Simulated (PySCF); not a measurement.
## Polarisability and C₆ of Os²⁺ (osmium, charge +2)

[Xe] 4f14 5d6, high-spin 5D determinant. Calculation: PySCF 2.14, in ANO-RCC-VTZP; scalar relativity by spin-free X2C-1e. Coupled (time-dependent) response in atomic units; α is the mean over directions. The basis has no added diffuse functions, which lowers α and C₆.

| method | mean α (bohr³) | α xx, yy, zz | C₆ (like pair) | S(−4) |
| --- | --- | --- | --- | --- |
| revPBE | 10.20 | 10.44, 10.44, 9.725 | 61.19 | 44.17 |

S(−4) is the Cauchy moment in α(ω) = α(0) + S(−4) ω² + …

Spin-orbit coupling is absent.

α(iu) at revPBE:

```
u (hartree)  α(iu) (bohr³)
          0          10.20
     0.0500          10.09
      0.100          9.790
      0.200          8.835
      0.300          7.791
      0.500          6.171
      0.750          4.929
       1.00          4.110
       1.50          3.002
       2.00          2.266
       3.00          1.398
       5.00         0.6859
```

For an ion, C₆ is the dispersion term alone; charge-induced terms of lower order in 1/R come first.

The components differ because the open shell of this determinant is not spherical; for a pure term their mean is the scalar polarisability.

Spin-orbit coupling, absent here, splits the open shell strongly.
